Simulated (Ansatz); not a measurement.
Relaxation of fac-CrBr3(PH3)3 (CrP₃H₉Br₃) with UKS PBE0-D4/def2-SVP.

```sh
$ ansatz run in.yaml --threads 4 --pin off --events-out ev --progress --plain --max-ram 9574MiB
```

```yaml
crystal:
  periodic: [false, false, false]
  atoms:
    - {symbol: Cr, position_ang: [0.528738, 0.562759, 0.581493]}
    - {symbol: Br, position_ang: [0.374199, 0.042710, 2.959138]}
    - {symbol: P, position_ang: [0.487766, 0.838429, -1.830741]}
    - {symbol: H, position_ang: [-0.721673, 1.156305, -2.509926]}
    - {symbol: H, position_ang: [0.948523, -0.199388, -2.687604]}
    - {symbol: H, position_ang: [1.304666, 1.903073, -2.264401]}
    - {symbol: Br, position_ang: [2.931275, 0.526804, 0.164957]}
    - {symbol: P, position_ang: [-1.887974, 0.400036, 0.754394]}
    - {symbol: H, position_ang: [-2.408352, 1.201865, 1.791400]}
    - {symbol: H, position_ang: [-2.517344, -0.840465, 1.055270]}
    - {symbol: H, position_ang: [-2.721868, 0.807727, -0.323737]}
    - {symbol: Br, position_ang: [-0.008668, 2.940297, 0.501332]}
    - {symbol: P, position_ang: [0.832281, -1.843075, 0.451751]}
    - {symbol: H, position_ang: [1.857535, -2.302987, 1.303825]}
    - {symbol: H, position_ang: [1.219680, -2.466189, -0.767409]}
    - {symbol: H, position_ang: [-0.218773, -2.727911, 0.820248]}
basis:
  gaussian: {orbitals: def2-SVP}
magnetization: {spin_polarized: true, initial_magnetization: 1}
hamiltonian: {xc: pbe0, dispersion: d4}
scf: {lower_state_search: "off"}
output: {orbitals: {seedname: orbitals}}
relax: {f_tol: 0.03, max_steps: 70}
```

It took 2.9 min on 4 threads of Intel Xeon Platinum 8259CL on a shared host, peak host memory 1.9 GiB.

Positions (Å) and forces (eV/Å) at steps 1, 2, 4, 5 of 5:

```xyz
16
step=1 energy=-266499.2833 eV
Cr    0.529    0.563    0.581   -0.008   -0.015    0.052
Br    0.374    0.043    2.959    0.001    0.023   -0.134
P     0.488    0.838   -1.831   -0.008   -0.015    0.094
H    -0.722    1.156   -2.510    0.010    0.000    0.004
H     0.949   -0.199   -2.688   -0.002    0.007    0.000
H     1.305    1.903   -2.264   -0.004   -0.004   -0.019
Br    2.931    0.527    0.165   -0.117    0.002    0.015
P    -1.888    0.400    0.754    0.136   -0.001   -0.010
H    -2.408    1.202    1.791   -0.025   -0.005   -0.006
H    -2.517   -0.840    1.055    0.002    0.014   -0.002
H    -2.722    0.808   -0.324   -0.001   -0.003    0.009
Br   -0.009    2.940    0.501    0.029   -0.115   -0.005
P     0.832   -1.843    0.452   -0.021    0.140    0.003
H     1.858   -2.303    1.304    0.000   -0.025   -0.005
H     1.220   -2.466   -0.767    0.000   -0.001    0.007
H    -0.219   -2.728    0.820    0.008   -0.002   -0.003
16
step=2 energy=-266499.2883 eV
Cr    0.530    0.564    0.586   -0.047   -0.052   -0.034
Br    0.368    0.042    2.945    0.011    0.006    0.046
P     0.485    0.834   -1.818   -0.004   -0.006    0.012
H    -0.725    1.151   -2.496   -0.005   -0.003    0.001
H     0.943   -0.205   -2.675   -0.004   -0.008   -0.003
H     1.299    1.896   -2.263   -0.001   -0.002   -0.004
Br    2.917    0.529    0.167    0.043    0.008    0.008
P    -1.874    0.400    0.753    0.027   -0.003   -0.010
H    -2.410    1.198    1.785   -0.005    0.002   -0.001
H    -2.503   -0.841    1.051    0.003   -0.003   -0.002
H    -2.707    0.804   -0.327   -0.002   -0.003   -0.009
Br    0.001    2.928    0.497    0.000    0.041    0.013
P     0.830   -1.829    0.451   -0.010    0.029   -0.005
H     1.853   -2.304    1.298    0.002   -0.005    0.000
H     1.215   -2.450   -0.770   -0.001    0.002   -0.007
H    -0.222   -2.714    0.815   -0.006   -0.003   -0.003
16
step=4 energy=-266499.2866 eV rejected
Cr    0.539    0.573    0.600    0.026    0.027    0.035
Br    0.384    0.058    2.964   -0.007   -0.005    0.001
P     0.484    0.832   -1.804   -0.042   -0.047    0.023
H    -0.743    1.129   -2.460    0.015    0.009   -0.014
H     0.918   -0.232   -2.644    0.005    0.018   -0.012
H     1.288    1.880   -2.301    0.002   -0.003    0.032
Br    2.931    0.542    0.188   -0.001   -0.007   -0.006
P    -1.861    0.402    0.753    0.018   -0.022   -0.052
H    -2.444    1.193    1.765    0.029    0.002   -0.001
H    -2.476   -0.850    1.035   -0.008    0.007    0.007
H    -2.667    0.785   -0.355   -0.016    0.001    0.021
Br    0.014    2.941    0.518   -0.004   -0.002   -0.009
P     0.830   -1.816    0.453   -0.028    0.019   -0.052
H     1.845   -2.338    1.282   -0.004    0.028    0.004
H     1.198   -2.408   -0.788    0.006   -0.017    0.018
H    -0.239   -2.692    0.792    0.010   -0.006    0.006
16
step=5 energy=-266499.2895 eV
Cr    0.535    0.569    0.594   -0.006   -0.007   -0.002
Br    0.377    0.052    2.956   -0.001   -0.001    0.003
P     0.481    0.828   -1.809   -0.001    0.001    0.001
H    -0.735    1.140   -2.480    0.000    0.001    0.001
H     0.929   -0.219   -2.662    0.000    0.000   -0.001
H     1.293    1.885   -2.272    0.000   -0.001    0.001
Br    2.925    0.536    0.179    0.004   -0.002   -0.002
P    -1.865    0.398    0.749    0.004    0.000    0.000
H    -2.418    1.195    1.773    0.000    0.000   -0.001
H    -2.489   -0.846    1.043    0.001    0.000    0.001
H    -2.690    0.793   -0.341    0.000    0.000    0.000
Br    0.008    2.935    0.509   -0.002    0.004   -0.002
P     0.827   -1.820    0.448    0.000    0.005   -0.001
H     1.846   -2.312    1.290   -0.001    0.000    0.000
H     1.207   -2.432   -0.779    0.001    0.001    0.000
H    -0.232   -2.702    0.802   -0.001   -0.001    0.000
```

The charge 0 doublet is spin-contaminated (final ⟨S²⟩ up to 1.76, 0.75 for a pure state). The name describes the quartet; other states may take another shape. At PBE0-D4/def2-SVP a quartet of charge 0 lies 1.01 eV below the doublet, each at its own geometry.
